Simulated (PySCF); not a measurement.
# Selenium: highly charged ions in a basis for the neutral atom

Se(20+) [Ne] 3s2 3p2, Se(21+) [Ne] 3s2 3p1. Computed with PySCF 2.14 in jorge-DZP-DKH (8s6p2d1f, 43 functions), with the spin-free X2C one-electron Hamiltonian (Gaussian nucleus). No spin-orbit coupling, so a gap to NIST mixes the basis error with missing relativistic terms.

Changed run: basis of the neutral atom used for a highly charged ion. This setting is unsound on purpose.

```tsv
species	method	sound run (hartree)	changed run (hartree)	converged
Se(20+)	UHF	not run	-2192.31251	yes
Se(20+)	B3LYP	not run	-2192.94594	yes
Se(20+)	LDA	not run	-2189.26846	yes
Se(21+)	UHF	not run	-2161.65759	yes
Se(21+)	B3LYP	not run	-2162.22689	yes
Se(21+)	LDA	not run	-2158.55619	yes
```

Ionisation energy of Se(20+):

```json
{"method": "UHF", "changed run (eV)": "834.16", "NIST (eV)": "845.8 ± 2"}
{"method": "B3LYP", "changed run (eV)": "835.91", "NIST (eV)": "845.8 ± 2"}
{"method": "LDA", "changed run (eV)": "835.72", "NIST (eV)": "845.8 ± 2"}
```

The contracted functions were made for the neutral atom and can be too rigid for a highly charged ion.
